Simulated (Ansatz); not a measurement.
Spectroscopic constants of CuNi, multiplicity 2 (the spin of the measured ground state). No spin–orbit coupling. Ni is treated without relativity. Cu is treated without relativity.

| level | bond energy D_e (kcal/mol) |
|---|---|
| PBE/def2-TZVPP | 49.11 |
| r2SCAN/def2-TZVPP | 46.55 |
| B97M-V/def2-TZVPP | 45.22 |
| B3LYP/def2-TZVPP | 41.98 |
| PBE0/def2-TZVPP | 40.68 |
| BHLYP/def2-TZVPP | 29.17 |
| CAM-B3LYP/def2-TZVPP | 40.50 |
| wB97X-V/def2-TZVPP | 41.57 |
| wB97M-V/def2-TZVPP | 44.87 |

The rows run from 29.17 (BHLYP/def2-TZVPP) to 49.11 kcal/mol (PBE/def2-TZVPP). The 9 functionals in def2-TZVPP without D3 or D4 span 19.93, from BHLYP to PBE.

D_e counts from the fitted minimum to each atom's lowest state at the same level, without counterpoise.

Programs: Ansatz (Gaussian basis) for Hartree–Fock, density functionals and correlated methods. Values without a source in brackets are computed.

Ansatz is a first-principles code.
